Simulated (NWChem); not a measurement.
System: BiH2O2Cl; SMILES [OH][Bi]([OH])[Cl]

NWChem input:

```
start job
memory heap 200 mb stack 900 mb global 1100 mb
geometry units angstroms noautoz
  Bi     0.241640    -0.280498     0.030398
  Cl     0.067780     2.196984    -0.093003
  O     -1.052023    -0.648176     1.608627
  H     -1.964165    -0.424119     1.377198
  O     -1.144186    -0.564637    -1.492884
  H     -1.498629     0.291314    -1.772559
end
basis spherical
  Bi library def2-svp
  Cl library def2-svp
  O library def2-svp
  H library def2-svp
end
ecp
  Bi library def2-ecp
end
dft
  xc b3lyp
  iterations 150
  vectors input atomic output neutral.movecs
end
task dft energy
charge 1
dft
  odft
  mult 2
  vectors input atomic output cation.movecs
end
task dft energy
```

Output (shortened):

```
             Northwest Computational Chemistry Package (NWChem) 7.3.0
             --------------------------------------------------------

 C1  symmetry detected

                             Geometry "geometry" -> ""
                             -------------------------

 Output coordinates in angstroms (scale by  1.889725989 to convert to a.u.)

  No.       Tag          Charge          X              Y              Z
 ---- ---------------- ---------- -------------- -------------- --------------
    1 Bi                  83.0000     0.01040291     0.29430719     0.26712057
    2 Cl                  17.0000     0.12150660    -2.15706620    -0.13511892
    3 O                    8.0000     1.40152710     0.94523169    -1.12594390
    4 H                    1.0000     1.10127307     0.77718679    -2.03003039
    5 O                    8.0000    -1.66845011     0.52789958    -0.93642580
    6 H                    1.0000    -1.89494243    -0.31960868    -1.34499777

 Effective nuclear repulsion energy (a.u.)     742.9518007877

                                 NWChem DFT Module
                                 -----------------

 Summary of "ao basis" -> "ao basis" (spherical)
 ------------------------------------------------------------------------------
       Tag                 Description            Shells   Functions and Types
 ---------------- ------------------------------  ------  ---------------------
 Bi                         def2-svp                10       26   4s4p2d
 Cl                         def2-svp                 8       18   4s3p1d
 O                          def2-svp                 6       14   3s2p1d
 H                          def2-svp                 3        5   2s1p

            General Information
            -------------------
          SCF calculation type: DFT
          Wavefunction type:  closed shell.
          No. of atoms     :     6
          No. of electrons :    58
           Alpha electrons :    29
            Beta electrons :    29
          Charge           :     0
          Spin multiplicity:     1
          Use of symmetry is: off; symmetry adaption is: off
          Maximum number of iterations: 150
          AO basis - number of functions:    82
                     number of shells:    36
          Convergence on energy requested:  1.00D-06
          Convergence on density requested:  1.00D-05
          Convergence on gradient requested:  5.00D-04

              XC Information
              --------------
                         B3LYP Method XC Potential
                     Hartree-Fock (Exact) Exchange  0.200
                        Slater Exchange Functional  0.800 local
                    Becke 1988 Exchange Functional  0.720 non-local
              Lee-Yang-Parr Correlation Functional  0.810
                  VWN I RPA Correlation Functional  0.190 local

             Grid Information
             ----------------
          Grid used for XC integration:  medium
          Radial quadrature: Mura-Knowles
          Angular quadrature: Lebedev.
          Tag              B.-S. Rad. Rad. Pts. Rad. Cut. Ang. Pts.
          ---              ---------- --------- --------- ---------
          Bi                  1.60      123           9.0       590
          Cl                  1.00       88          10.0       590
          O                   0.60       49          10.0       434
          H                   0.35       45          10.0       434
          Grid pruning is: on
          Number of quadrature shells:   399
          Spatial weights used:  Erf1

      Superposition of Atomic Density Guess
      -------------------------------------

 Sum of atomic energies:        -855.12339758

      Non-variational initial energy
      ------------------------------

 Total energy =    -823.515412
 1-e energy   =   -1726.644218
 2-e energy   =     646.544386
 HOMO         =      -0.355279
 LUMO         =      -0.002492

   convergence    iter        energy       DeltaE   RMS-Dens  Diis-err
 ---------------- ----- ----------------- --------- --------- ---------
 d= 0,ls=0.0,diis     1   -826.2060171849 -1.08D+03  3.04D-02  1.19D+00
 d= 0,ls=0.0,diis     2   -825.7120235952  4.94D-01  1.90D-02  5.66D+00
 d= 0,ls=0.0,diis     3   -826.3466352226 -6.35D-01  4.91D-03  8.65D-02
 d= 0,ls=0.0,diis     4   -826.3529010011 -6.27D-03  2.15D-03  4.32D-02
 d= 0,ls=0.0,diis     5   -826.3581066612 -5.21D-03  6.34D-04  4.29D-03
  Resetting Diis
 d= 0,ls=0.0,diis     6   -826.3585038837 -3.97D-04  2.10D-04  5.81D-04
 d= 0,ls=0.0,diis     7   -826.3585705210 -6.66D-05  6.36D-05  4.90D-06
 d= 0,ls=0.0,diis     8   -826.3585700052  5.16D-07  3.59D-05  9.28D-06
 d= 0,ls=0.0,diis     9   -826.3585713212 -1.32D-06  6.31D-06  5.45D-07
 d= 0,ls=0.0,diis    10   -826.3585713763 -5.51D-08  2.10D-06  4.73D-08

         Total DFT energy =     -826.358571376321
      One electron energy =    -1729.191244842668
           Coulomb energy =      709.760119778934
    Exchange-Corr. energy =      -63.511866500235
 Nuclear repulsion energy =      256.584420187648

 Numeric. integr. density =       57.999986335475

                       DFT Final Molecular Orbital Analysis
                       ------------------------------------

 Vector   27  Occ=2.000000D+00  E=-3.004411D-01
              MO Center= -3.0D-01, -1.0D+00, -4.6D-01, r^2= 4.0D+00
   Bfn.  Coefficient  Atom+Function         Bfn.  Coefficient  Atom+Function
  ----- ------------  ---------------      ----- ------------  ---------------
    37      0.471492  2 Cl px                34      0.345444  2 Cl px
    67      0.318159  5 O  px                70      0.245844  5 O  px
    31      0.201661  2 Cl px                48      0.175736  3 O  px
    39      0.163234  2 Cl pz                51      0.133833  3 O  px
    68     -0.126634  5 O  py                36      0.118118  2 Cl pz

 Vector   28  Occ=2.000000D+00  E=-2.974145D-01
              MO Center=  4.7D-01, -9.2D-01, -4.9D-01, r^2= 4.1D+00
   Bfn.  Coefficient  Atom+Function         Bfn.  Coefficient  Atom+Function
  ----- ------------  ---------------      ----- ------------  ---------------
    39      0.426828  2 Cl pz                49     -0.368414  3 O  py
    36      0.309173  2 Cl pz                52     -0.281885  3 O  py
    37     -0.210482  2 Cl px                38     -0.205185  2 Cl py
    33      0.180760  2 Cl pz                34     -0.151743  2 Cl px
    35     -0.138154  2 Cl py                67      0.126964  5 O  px

 Vector   29  Occ=2.000000D+00  E=-2.894936D-01
              MO Center= -1.3D-01,  1.8D-02, -6.2D-01, r^2= 4.4D+00
   Bfn.  Coefficient  Atom+Function         Bfn.  Coefficient  Atom+Function
  ----- ------------  ---------------      ----- ------------  ---------------
    69     -0.338828  5 O  pz                48      0.326645  3 O  px
    51      0.263537  3 O  px                72     -0.256720  5 O  pz
    39     -0.253094  2 Cl pz                 3      0.206103  1 Bi s
    36     -0.179546  2 Cl pz                13      0.174125  1 Bi pz
    37     -0.169711  2 Cl px                 4      0.152083  1 Bi s

 Vector   30  Occ=0.000000D+00  E=-5.976608D-02
              MO Center=  4.7D-02,  1.3D-01,  2.4D-01, r^2= 4.0D+00
   Bfn.  Coefficient  Atom+Function         Bfn.  Coefficient  Atom+Function
  ----- ------------  ---------------      ----- ------------  ---------------
    15      0.625991  1 Bi py                12      0.517441  1 Bi py
    38      0.423947  2 Cl py                30      0.261055  2 Cl s
     3     -0.245656  1 Bi s                  6     -0.241722  1 Bi py
    14     -0.237254  1 Bi px                35      0.216467  2 Cl py
    66     -0.207508  5 O  s                 11     -0.203781  1 Bi px

 Vector   31  Occ=0.000000D+00  E=-4.134632D-02
              MO Center= -2.9D-02,  2.3D-01,  3.1D-01, r^2= 3.9D+00
   Bfn.  Coefficient  Atom+Function         Bfn.  Coefficient  Atom+Function
  ----- ------------  ---------------      ----- ------------  ---------------
    14      0.709019  1 Bi px                11      0.428684  1 Bi px
    47     -0.345597  3 O  s                 15      0.289681  1 Bi py
    66      0.250771  5 O  s                  5     -0.213569  1 Bi px
    12      0.196585  1 Bi py                72      0.192212  5 O  pz
    69      0.190182  5 O  pz                37     -0.182077  2 Cl px

 Vector   32  Occ=0.000000D+00  E=-2.693387D-02
              MO Center= -1.7D-02,  2.3D-01, -1.3D-02, r^2= 4.2D+00
   Bfn.  Coefficient  Atom+Function         Bfn.  Coefficient  Atom+Function
  ----- ------------  ---------------      ----- ------------  ---------------
    16      0.711650  1 Bi pz                 3     -0.561319  1 Bi s
    13      0.402208  1 Bi pz                66      0.321370  5 O  s
    47      0.291659  3 O  s                  1      0.260322  1 Bi s
    48     -0.241030  3 O  px                51     -0.238611  3 O  px
    67      0.238186  5 O  px                70      0.238002  5 O  px

     Multipole analysis of the density
     ---------------------------------

     L   x y z        total         alpha         beta         nuclear
     -   - - -        -----         -----         ----         -------
     0   0 0 0      0.000000    -29.000000    -29.000000     58.000000

     1   1 0 0     -0.228851      0.475334      0.475334     -1.179519
     1   0 1 0      0.360561     16.865079     16.865079    -33.369597
     1   0 0 1      0.557956     15.422518     15.422518    -30.287081

     2   2 0 0    -42.383253    -98.042922    -98.042922    153.702592
     2   1 1 0      1.085997     -0.578745     -0.578745      2.243487
     2   1 0 1      0.472201      0.285031      0.285031     -0.097861
     2   0 2 0    -43.256597   -184.424852   -184.424852    325.593107
     2   0 1 1      2.091689     13.283505     13.283505    -24.475320
     2   0 0 2    -35.040854    -62.227804    -62.227804     89.414755

                                 NWChem DFT Module
                                 -----------------

            General Information
            -------------------
          SCF calculation type: DFT
          Wavefunction type:  spin polarized.
          No. of atoms     :     6
          No. of electrons :    57
           Alpha electrons :    29
            Beta electrons :    28
          Charge           :     1
          Spin multiplicity:     2
          Use of symmetry is: off; symmetry adaption is: off
          Maximum number of iterations: 150
          AO basis - number of functions:    82
                     number of shells:    36
          Convergence on energy requested:  1.00D-06
          Convergence on density requested:  1.00D-05
          Convergence on gradient requested:  5.00D-04

              XC Information
              --------------
                         B3LYP Method XC Potential
                     Hartree-Fock (Exact) Exchange  0.200
                        Slater Exchange Functional  0.800 local
                    Becke 1988 Exchange Functional  0.720 non-local
              Lee-Yang-Parr Correlation Functional  0.810
                  VWN I RPA Correlation Functional  0.190 local

             Grid Information
             ----------------
          Grid used for XC integration:  medium
          Radial quadrature: Mura-Knowles
          Angular quadrature: Lebedev.
          Tag              B.-S. Rad. Rad. Pts. Rad. Cut. Ang. Pts.
          ---              ---------- --------- --------- ---------
          Bi                  1.60      123           9.0       590
          Cl                  1.00       88          10.0       590
          O                   0.60       49          10.0       434
          H                   0.35       45          10.0       434
          Grid pruning is: on
          Number of quadrature shells:   399
          Spatial weights used:  Erf1

      Superposition of Atomic Density Guess
      -------------------------------------

 Sum of atomic energies:        -855.12339758

 Renormalizing density from      58.00 to     57

      Non-variational initial energy
      ------------------------------

 Total energy =    -815.848123
 1-e energy   =   -1696.874490
 2-e energy   =     624.441947
 HOMO         =      -0.646759
 LUMO         =      -0.276122

[...]
```

Level: B3LYP/def2-SVP with def2 effective core potentials on Bi, vertical spin-unrestricted ions. Geometry: optimised at PBE0/def2-SVP. B3LYP is NWChem's, with the RPA form of VWN correlation. def2 effective core potentials on Bi; no spin-orbit coupling.
